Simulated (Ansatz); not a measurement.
Computed with Ansatz on PBE0-D4/def2-TZVP structures; ΔE is electronic, products minus reactants. CCSD(T)/CBS is the MP2 limit (def2-TZVPP, def2-QZVPP) plus CCSD(T) − MP2 in def2-TZVPP, frozen cores. This one scheme is used for every species. DFT in def2-TZVPP. B3LYP here is the variant with VWN-RPA as its local correlation; programs differ in this. Each species was taken in one conformer, which may not be the lowest.

Consider the hydrogenolysis of a C–O bond: `OC([SiH3])[SiH2]Cl` + H₂ → `[SiH3]C[SiH2]Cl` + H₂O.

```csv
level,ΔE (kJ/mol)
B3LYP,-145.3
HF/def2-TZVPP,-163.3
HF/def2-QZVPP,-164.1
MP2/def2-QZVPP,-152.7
```

(1) What does CCSD(T)/CBS give? (An estimate is asked.)

(2) What do rigid-rotor, harmonic-oscillator terms from PBE0-D4/def2-TZVP frequencies (298.15 K, 1 bar) make of the CCSD(T)/CBS value? (An estimate is asked.)

Largest T1 diagnostic among the species: 0.011.

Results:

(1) The calculation gave: -149.2 kJ/mol. The listed levels differ from it by 3.9, -14.1, -14.9, -3.5 kJ/mol.

(2) The calculation gave: ΔZPE = +17.5 kJ/mol, ΔH = -133.3 kJ/mol, ΔS = 39 J/(mol·K), ΔG = -145.0 kJ/mol. Modes under 50 cm⁻¹ make the entropy rough.

At CCSD(T), def2-SVP lies +15.7 kJ/mol from the extrapolated value and def2-TZVPP +1.8 kJ/mol. From r2SCAN to r2SCAN0 (25 % exact exchange), in def2-TZVPP and without D4, ΔE moves by −8.0 kJ/mol.
